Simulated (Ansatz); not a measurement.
Consider the ligand exchange at the Si–C bond: `C=CC(=C)[SiH3]` + `OB(O)F` → `OB(F)O[SiH3]` + `C=CC=C`.

Program: Ansatz. Geometries: PBE0-D4/def2-TZVP. ΔE: electronic, gas phase. CBS: MP2 limit from def2 TZ/QZ plus the TZ coupled-cluster correction, frozen cores. Functionals use def2-TZVPP. B3LYP here is the variant with VWN-RPA as its local correlation; programs differ in this. Each species was taken in one conformer, which may not be the lowest.

Problem. Is it downhill or uphill in electronic energy at CCSD(T)/CBS, and by how much? (Best estimate.)

Solution. Computed: Downhill: ΔE = -0.95 eV.

Problem. What do these levels give: revPBE-D4, B97M-V, ωB97M-V, B3LYP, r2SCAN0, MP2/CBS(def2)? (Estimate.)

Solution. The calculation gave: revPBE-D4 -0.78, B97M-V -0.98, ωB97M-V -0.94, B3LYP -1.05, r2SCAN0 -0.97, MP2/CBS(def2) -0.94 eV.

Largest T1 diagnostic among the species: 0.012.

In def2-TZVPP, CCSD(T) changes the Hartree–Fock value by +0.29 eV (the triples alone add +0.05 eV) and MP2 by +0.30 eV. The D4 term adds +0.07 eV with B3LYP and +0.04 eV with PBE0; it sums over pairs of atoms, weighted by their polarisabilities, and B3LYP, whose exchange is more repulsive, gets the larger term. From BLYP to BHLYP (50 % exact exchange), in def2-TZVPP and without D4, ΔE moves by −0.08 eV.
